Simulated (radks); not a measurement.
Charge is removed step by step from the 3p level of Fe+, starting from [Ar] 3d6 4s1. Calculated with a radial shooting solver on a logarithmic mesh with Libxc functionals: non-relativistic Kohn-Sham, PBE, spin-unpolarised, spherical densities, point nucleus.

removed (e),E - E(0) (eV),eigenvalue (eV),E minus straight line (eV)
0,0.000,-68.116,0.000
0.1,6.894,-69.766,-0.788
0.2,13.954,-71.451,-1.409
0.3,21.185,-73.170,-1.860
0.4,28.589,-74.919,-2.138
0.5,36.170,-76.699,-2.239
0.6,43.930,-78.507,-2.161
0.7,51.872,-80.342,-1.900
0.8,59.999,-82.204,-1.455
0.9,68.314,-84.090,-0.823
1,76.818,-86.001,0.000

Removing the whole electron costs 76.818 eV by Delta-SCF, against 68.116 eV from minus the eigenvalue at the starting occupation. Slater's transition state (half an electron removed) gives 76.699 eV. Integrating minus the eigenvalue over the occupation (Janak's theorem) gives 76.818 eV. The mean slope of the eigenvalue, de/dn, is 17.9 eV per electron.
